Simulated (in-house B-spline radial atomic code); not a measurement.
Tc⁺. Computed with a B-spline radial atomic code. Model: non-relativistic spherical atom: semilocal Troullier-Martins pseudo-atom, one channel per l, against all electrons, high spin, G0W0 and RPA with empty states to l = 8, local potential for every l without a channel, a model core (radius 0 = none) keeps its share of the functional.

Without relativity these are model numbers for so heavy an element.

What the tables leave out is listed at the end.

The pseudopotential gives back the lowest level of each angular momentum of its own functional in the configuration it was made in; a second state of the same l is only approximately right. Exact exchange, RPA and GW see the smooth pseudo-orbitals and miss the exchange with the core, for which the functional's share stands in. The column with an uncorrelated core keeps all orbitals and exact exchange, and so separates missing core correlation from pseudisation. Only the three outermost levels and the lowest empty one were computed. RPA here is direct RPA, with no exchange kernel, and its energies carry an (l + 1/2)⁻⁴ tail. A hybrid on a potential with a model core restores only its own semilocal share of the core's exchange.

Command:
```bash
python run_psgw.py task.json out
```
Settings (lengths in bohr, energies in hartree):
```
Z                      43
electrons              42
configuration          [Kr] 4d5 5s1
generated_in           [Kr] 4d5 5s2
functional             pbe,pbe
core_shells            6
radius_factor          1.15
core_correction        True
ion_configuration      [Kr] 4d5
```

Time taken, with all properties: 84 s on 1 thread of Arm Neoverse N1 (shared host).

Given: made with PBE; model core radius 0.713 bohr; local radius 1.176 bohr; mean-field start PBE.

Valence shells of the generating configuration: 4s, 4p, 4d, 5s.

Channel: s 1.13, p 1.185, d 1.436 (radii in bohr).

Computed: largest level miss in the spin-unpolarised generating configuration 0.072 eV; valence RPA correlation energy all-electron orbitals -0.77986 hartree; valence RPA correlation energy pseudo -0.81221 hartree; pseudo-atom RPA polarisability 27.604 bohr³; ionisation by mean-field all-electron 15.029 eV; ionisation by RPA all-electron 15.265 eV; ionisation by RPA pseudo minus all 0.106 eV.

```tsv
level	occupied	mean-field all-electron (eV)	mean-field pseudo minus all (eV)	G0W0 all-electron (eV)	G0W0 uncorrelated core minus all (eV)	G0W0 pseudo minus all (eV)	exchange self-energy all-electron (eV)	exchange self-energy pseudo (eV)
5s up	1	-11.676	-0.126	-15.321	0.04	-0.129	-11.895	-11.165
4d down (empty)	0	-11.884	-0.013	-7.8589	0.106	-0.057	-10.628	-7.6275
```

(1) What is the all-electron RPA polarisability, core included?

(2) What is the ionisation by mean-field pseudo minus all?

Given: mean-field start PBE0.

Computed: all-electron RPA polarisability, core included 24.718 bohr³; pseudo-atom RPA polarisability 24.48 bohr³; ionisation by mean-field all-electron 14.757 eV; ionisation by mean-field pseudo minus all 0.07 eV; ionisation by RPA all-electron 15.122 eV; ionisation by RPA pseudo minus all 0.029 eV.

```json
{"level": "5s up", "occupied": "1", "mean-field all-electron (eV)": "-12.323", "mean-field pseudo minus all (eV)": "-0.06", "G0W0 all-electron (eV)": "-15.227", "G0W0 uncorrelated core minus all (eV)": "0.04", "G0W0 pseudo minus all (eV)": "-0.047", "exchange self-energy all-electron (eV)": "-11.742", "exchange self-energy pseudo (eV)": "-10.956"}
{"level": "4d up", "occupied": "1", "mean-field all-electron (eV)": "-17.485", "mean-field pseudo minus all (eV)": "-0.13", "G0W0 all-electron (eV)": "-21.345", "G0W0 uncorrelated core minus all (eV)": "0.097", "G0W0 pseudo minus all (eV)": "-0.213", "exchange self-energy all-electron (eV)": "-29.916", "exchange self-energy pseudo (eV)": "-27.04"}
{"level": "4p down", "occupied": "?", "mean-field all-electron (eV)": "?", "mean-field pseudo minus all (eV)": "?", "G0W0 all-electron (eV)": "?", "G0W0 uncorrelated core minus all (eV)": "?", "G0W0 pseudo minus all (eV)": "?", "exchange self-energy all-electron (eV)": "?", "exchange self-energy pseudo (eV)": "?"}
{"level": "4d down (empty)", "occupied": "0", "mean-field all-electron (eV)": "-9.9951", "mean-field pseudo minus all (eV)": "-0.092", "G0W0 all-electron (eV)": "-7.3069", "G0W0 uncorrelated core minus all (eV)": "0.105", "G0W0 pseudo minus all (eV)": "-0.106", "exchange self-energy all-electron (eV)": "-10.018", "exchange self-energy pseudo (eV)": "-7.2955"}
```

(3) What belongs in the row 4p down?

(4) What is the valence RPA correlation energy all-electron orbitals?

(5) What is the valence RPA correlation energy pseudo?

Results:

(1) 28.242 bohr³.

(2) 0.155 eV.

(3) occupied: 1; mean-field all-electron (eV): -51.962; mean-field pseudo minus all (eV): 0.208; G0W0 all-electron (eV): -56.068; G0W0 uncorrelated core minus all (eV): 0.242; G0W0 pseudo minus all (eV): 0.255; exchange self-energy all-electron (eV): -36.939; exchange self-energy pseudo (eV): -30.264.

(4) -0.7353 hartree.

(5) -0.76518 hartree.

Among the listed levels the largest G0W0 shift of the pseudo-atom is +0.26 eV, for 4p down on the PBE0 start, while leaving the core uncorrelated moves that level by +0.24 eV. The rest, +0.01 eV, comes from pseudisation and the lost core exchange. Not in the tables (levels of low weight, unsolved or above zero; the highest and the empty levels are kept at any weight): on PBE the G0W0 levels 4d up (pseudo minus all -0.21 eV, weights 0.55 and 0.41), 4p down (pseudo minus all +0.07 eV, weights 0.71 and 0.70); no Hartree-Fock pseudo-atom is run with a model core.
